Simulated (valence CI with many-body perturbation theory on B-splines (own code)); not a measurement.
**Au⁶⁺: calculated level list**

Computed by relativistic CI+MBPT: five valence electrons over a frozen Dirac-Fock core [Xe] 4f14, radial functions for each j: 7 s, 7 p, 8 d, 6 f, 4 g, 1 h, with the one-electron correlation potential Σ1, the two-electron term Σ2, the three-electron term Σ3, Breit, model QED; selected CI, second order for the rest, scaled by the run's own slope (own B-spline code, finite nucleus).

No measured levels were compared; by estimate terms of the open shell hold to 2 to 4 % of their energy, and close levels can change places; different configurations can be misplaced against each other by 1,000 to 8,000 cm⁻¹. Core correlation moves these levels by up to 15000 cm⁻¹, and in measured spectra 5 to 20 % of such shifts remained as error; rates that hang on mixing are uncertain with them. Among the levels kept, up to 1000 cm⁻¹ of a level comes from second order outside the variational space, and about a tenth of that is noise between levels of different J, which matters for small intervals. Only levels of the ground parity were solved; by the run's estimate the other parity begins above the list, which can be wrong where configurations are misplaced.

Levels 1 to 45 of 48, with energies above the lowest level, 5d⁵ ⁶S_5/2. "Leading %" is the weight of the configuration and term that name the level; weights of strongly mixed levels are sums over their largest components and can fall short. In the jj column 3d3/2^4 stands for four electrons in 3d with j = 3/2. Lifetimes count E1, E2, E3, M1 and M2 decay at the calculated energies, and are blank where another channel may lead or the interval is too uncertain; long ones can be off by a factor of two.

```csv
No.,Configuration,Term,J,E (eV),Leading %,g,Lifetime,Leading jj
1,5d⁵,⁶S,5/2,0.000,75,1.883,,5d3/2^3 5d5/2^2 (40 %)
2,5d⁵,⁴G,5/2,2.296,28,1.051,16.2 ms,5d3/2^4 5d5/2 (60 %)
3,5d⁵,⁴G,7/2,3.318,56,1.109,49.8 ms,5d3/2^3 5d5/2^2 (89 %)
4,5d⁵,⁴D,3/2,3.462,46,1.330,7.98 ms,5d3/2^3 5d5/2^2 (88 %)
5,5d⁵,⁴G,11/2,3.554,68,1.199,,5d3/2^3 5d5/2^2 (79 %)
6,5d⁵,⁴G,5/2,3.712,38,1.088,12.0 ms,5d3/2^3 5d5/2^2 (52 %)
7,5d⁵,⁴G,9/2,3.767,74,1.167,752 ms,5d3/2^3 5d5/2^2 (62 %)
8,5d⁵,⁴P,1/2,4.068,57,1.722,188 ms,5d3/2^3 5d5/2^2 (61 %)
9,5d⁵,⁴D,7/2,4.646,52,1.256,28.7 ms,5d3/2^2 5d5/2^3 (65 %)
10,5d⁵,²D,5/2,4.892,36,1.252,7.25 ms,5d3/2^3 5d5/2^2 (51 %)
11,5d⁵,²I,11/2,5.350,67,1.019,21.4 ms,5d3/2^2 5d5/2^3 (83 %)
12,5d⁵,²F,7/2,5.432,37,1.135,30.9 ms,5d3/2^3 5d5/2^2 (59 %)
13,5d⁵,⁴D,1/2,5.460,66,0.851,13.2 ms,5d3/2^2 5d5/2^3 (86 %)
14,5d⁵,⁴D,3/2,5.594,37,1.138,15.2 ms,5d3/2^2 5d5/2^3 (55 %)
15,5d⁵,²G,9/2,5.762,48,1.154,22.7 ms,5d3/2^2 5d5/2^3 (64 %)
16,5d⁵,⁴F,3/2,5.873,53,0.885,4.53 ms,5d3/2^2 5d5/2^3 (76 %)
17,5d⁵,²I,13/2,5.946,99,1.077,106 ms,5d3/2^2 5d5/2^3 (99 %)
18,5d⁵,²F,5/2,6.186,36,1.014,6.25 ms,5d3/2^2 5d5/2^3 (70 %)
19,5d⁵,²H,9/2,6.932,51,1.108,5.52 ms,5d3/2^2 5d5/2^3 (97 %)
20,5d⁵,⁴F,5/2,7.069,40,1.076,4.64 ms,5d3/2^2 5d5/2^3 (64 %)
21,5d⁵,²G,7/2,7.088,57,1.006,23.5 ms,5d3/2^2 5d5/2^3 (92 %)
22,5d⁵,²F,5/2,7.540,40,1.118,3.44 ms,5d3/2 5d5/2^4 (45 %)
23,5d⁵,²D,3/2,7.625,64,0.752,10.5 ms,5d3/2 5d5/2^4 (43 %)
24,5d⁵,²F,7/2,7.832,62,1.080,6.40 ms,5d3/2^2 5d5/2^3 (59 %)
25,5d⁵,²S,1/2,8.063,72,1.931,5.48 ms,5d3/2^2 5d5/2^3 (40 %)
26,5d⁵,⁴F,7/2,8.307,44,1.190,4.33 ms,5d3/2 5d5/2^4 (81 %)
27,5d⁵,²G,9/2,8.490,48,1.095,9.66 ms,5d3/2 5d5/2^4 (52 %)
28,5d⁵,²H,11/2,8.596,68,1.067,3.78 ms,5d3/2 5d5/2^4 (94 %)
29,5d⁵,²D,3/2,9.165,78,0.840,2.92 ms,5d3/2 5d5/2^4 (55 %)
30,5d⁵,²D,5/2,9.602,62,1.109,2.97 ms,5d3/2 5d5/2^4 (68 %)
31,5d⁵,²G,9/2,10.107,93,1.111,5.96 ms,5d3/2^2 5d5/2^3 (55 %)
32,5d⁵,²D,5/2,10.116,53,1.103,3.54 ms,5d5/2^5 (42 %)
33,5d⁵,²G,7/2,10.565,80,0.937,4.73 ms,5d3/2 5d5/2^4 (72 %)
34,5d⁵,²P,3/2,11.195,81,1.238,5.99 ms,5d3/2^2 5d5/2^3 (80 %)
35,5d⁵,²P,1/2,12.097,84,0.830,3.52 ms,5d3/2 5d5/2^4 (57 %)
36,5d⁵,²D,5/2,13.233,90,1.191,1.78 ms,5d3/2^2 5d5/2^3 (58 %)
37,5d⁵,²D,3/2,13.596,80,0.880,2.18 ms,5d3/2 5d5/2^4 (78 %)
38,5d⁴6s,⁶D,1/2,18.122,62,2.971,102 μs,5d3/2^4 6s (63 %)
39,5d⁴6s,⁶D,3/2,19.011,82,1.826,107 μs,5d3/2^3 5d5/2 6s (77 %)
40,5d⁴6s,⁶D,5/2,19.730,87,1.618,98.9 μs,5d3/2^2 5d5/2^2 6s (54 %)
41,5d⁴6s,⁶D,7/2,20.264,80,1.524,88.2 μs,5d3/2^2 5d5/2^2 6s (48 %)
42,5d⁴6s,⁴D,1/2,20.587,49,0.840,34.1 μs,5d3/2^3 5d5/2 6s (61 %)
43,5d⁴6s,⁶D,9/2,20.617,62,1.445,75.2 μs,5d3/2^3 5d5/2 6s (48 %)
44,5d⁴6s,⁴D,3/2,21.566,65,1.154,34.8 μs,5d3/2^3 5d5/2 6s (67 %)
45,5d⁴6s,⁴H,7/2,21.684,44,0.903,57.8 μs,5d3/2^3 5d5/2 6s (83 %)
```

Names give the largest LS component (configuration and term), which can be under half, so a name can repeat, a term be missing and a line seem to break the LS rules; names also repeat where a configuration has a term twice.

The ionisation energy to 5d⁴ ⁵D0 of the next ion comes out as 94.23 eV (NIST: 94 ± 2 eV (theoretical)). All 48 levels together are meant to be complete up to 22.943 eV.
